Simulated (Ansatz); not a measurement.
CH₆S₂Si₂ (`[SiH3][SiH]1CSS1`), relaxed with RKS PBE-D4/def2-SVP in Ansatz 0.2.0 from a rough embedded geometry. The force threshold is 0.03 eV/Å; the program also tests the step.

Total charge 0; spin multiplicity 1.

Start:

```xyz
11

Si    1.055   -0.616   -1.363
Si   -0.475   -0.582    0.248
C    -0.326    0.870    1.412
S    -1.229    1.997    0.278
S    -2.343    0.331   -0.178
H     0.666   -1.631   -2.474
H     1.186    0.697   -2.074
H     2.344   -0.996   -0.873
H    -0.670   -1.931    0.953
H    -0.895    0.720    2.391
H     0.687    1.142    1.680
```

| step | energy (eV) | largest force (eV/Å) | largest move (Å) |
| --- | --- | --- | --- |
| 1 | -38529.1054 | 2.799 | 0.000 |
| 2 | -38529.5811 | 0.690 | 0.194 |
| 3 | -38529.6300 | 0.147 | 0.048 |
| 4 | -38529.6352 | 0.087 | 0.032 |
| 5 | -38529.6363 | 0.147 | 0.084 |
| 6 | -38529.6395 | 0.028 | 0.048 |

End:

```xyz
11

Si    1.066   -0.633   -1.413
Si   -0.535   -0.618    0.307
C    -0.300    0.862    1.481
S    -1.268    1.998    0.378
S    -2.391    0.298   -0.403
H     0.662   -1.644   -2.452
H     1.149    0.733   -2.031
H     2.423   -1.020   -0.879
H    -0.747   -1.974    0.932
H    -0.793    0.753    2.470
H     0.732    1.246    1.609
```

Run time 9 s (4 threads of an Arm Neoverse V1 on a shared host); peak host memory 0.18 GiB.
